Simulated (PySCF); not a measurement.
Working with the constants of SbAs

RHF-CCSD(T) constants of SbAs, ¹Σ⁺ (singlet), closed shell (PySCF, scalar-relativistic core potentials, basis sets Sb cc-pVDZ-PP with ECP28, As cc-pVDZ-PP with ECP10; masses 120.9038 and 74.9216 u):

* ωe: 331.8 cm⁻¹
* ωexe: 0.84 cm⁻¹
* Be: 0.066266 cm⁻¹
* αe: 0.000195 cm⁻¹
* D (centrifugal): 1.06e-08 cm⁻¹
* De to Sb + As: 2.48 eV

(1) Give the band origin of the fundamental and the first lines of its P and R branches.

(2) Near which J would the R branch turn back, without centrifugal distortion?

Correlated steps freeze 8 core orbitals. Correlated levels converge slowly with the basis: in double zeta they bind strong bonds too weakly, by up to about 1 eV, and carry superposition errors of some tenths. These are scalar-relativistic numbers at best; spin–orbit coupling would shift them, the dissociation energy most. Where the molecule has an RHF reference, its open-shell atoms are computed with UHF.

Results:

(1) ν0 = ωe − 2ωexe = 330.1 cm⁻¹, B0 = 0.066169, B1 = 0.065974 cm⁻¹.

```json
{"J″": "0", "P(J″) − ν0": "", "R(J″) − ν0": "0.132"}
{"J″": "1", "P(J″) − ν0": "-0.132", "R(J″) − ν0": "0.264"}
{"J″": "2", "P(J″) − ν0": "-0.265", "R(J″) − ν0": "0.395"}
{"J″": "3", "P(J″) − ν0": "-0.398", "R(J″) − ν0": "0.525"}
{"J″": "4", "P(J″) − ν0": "-0.532", "R(J″) − ν0": "0.656"}
{"J″": "5", "P(J″) − ν0": "-0.666", "R(J″) − ν0": "0.786"}
{"J″": "6", "P(J″) − ν0": "-0.800", "R(J″) − ν0": "0.915"}
```

(2) At J ≈ (B0 + B1)/(2(B0 − B1)) − 1 ≈ 340.
